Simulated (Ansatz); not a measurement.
Ansatz (a program for electronic structure) input:

Ansatz 0.2 input:
```yaml
crystal:
  periodic: [false, false, false]
  atoms:
    - {symbol: Sc, position_ang: [0.27481377, -0.10347922, 0.27052579]}
    - {symbol: O, position_ang: [0.94161406, 0.30633831, -1.41932257]}
    - {symbol: H, position_ang: [0.99024011, 0.56062880, -2.33921172]}
    - {symbol: O, position_ang: [-1.48255231, -0.10265176, 0.88682468]}
    - {symbol: H, position_ang: [-2.43382323, -0.01705759, 0.91815310]}
basis:
  gaussian:
    orbitals: def2-TZVPD
hamiltonian:
  xc: {name: B3LYP}
magnetization: {spin_polarized: true, initial_magnetization: 1}
output: {forces: true}
```

Question: Which total energy does the run end on?

Answer: -912.54271 Eh (B3LYP/def2-TZVPD). The basis has 146 functions.

The spin state was set by rule; other spins were not relaxed.
